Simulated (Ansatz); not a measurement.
(ZnSe)n off (charge -1): PBE0-D4/def2-SVPD single points in Ansatz on relaxed structures, gas phase. Each cluster is the lowest isomer that a short search found in that spin, judged at the geometry's level, and lower ones may exist. HOMO and LUMO are taken over both spins. A dash marks a value that wasn't run or was left out as unsound. The structures are stationary points that may keep the symmetry of their start. Remarks come from the PBE and PBE0 runs and from stability tests at other levels; not every state was tested. A HOMO above zero means that the electron is unbound at that level and held by the basis, or that self-interaction error raises the level; the energy of removing that electron tells which. HOMO above LUMO (over both spins in singlets and doublets, within one spin in higher multiplets; at PBE or PBE0), or a gap under 0.15 eV within one spin, warns that the state may not be the lowest or that an electron is smeared out.

```
species  atoms    state              geometry  HOMO (eV)  LUMO (eV)  gap (eV)  point group (within 0.1 Å)                                                                 remarks
 ZnSe2⁻      3  doublet  r2SCAN-D4/def2-TZVPD      -1.71      -0.25      1.46                         D∞h  near-degenerate levels, HOMO above LUMO, gap within one spin near zero
Zn2Se2⁻      4  doublet      PBE-D4/def2-SVPD      -0.51          –         –                         D2h                                          HOMO above zero at PBE or PBE0
Zn2Se3⁻      5  doublet      PBE-D4/def2-SVPD      -2.37      -0.28      2.09                         C2v                                                                       –
```
